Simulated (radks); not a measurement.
Problem. Species: Rh. Configuration: [Kr] 4d8 5s1 (the NIST ground configuration). All-electron calculation, Dirac Kohn-Sham, BLYP, spin-unpolarised, spherical densities, point nucleus; open shells are shared between the two j in proportion to 2j + 1. Program: a radial shooting solver on a logarithmic mesh with Libxc functionals.

Spin-orbit splittings of the eigenvalues, e(l+1/2) - e(l-1/2), with zeta = 2 splitting/(2l+1) and mean radii in bohr:

shell  occ.  splitting (eV)  zeta (eV)  <r> j=l-1/2  <r> j=l+1/2
2p        6               ?          ?       0.1203       0.1252
3p        6           24.89      16.59       0.3831       0.3939
3d       10           4.909      1.964       0.3684       0.3719
4p        6           3.925      2.616        1.060        1.091
4d        8          0.3923     0.1569        1.582        1.610

Estimate the 2p splitting.

Solution. 144.7 eV (zeta = 96.47 eV).
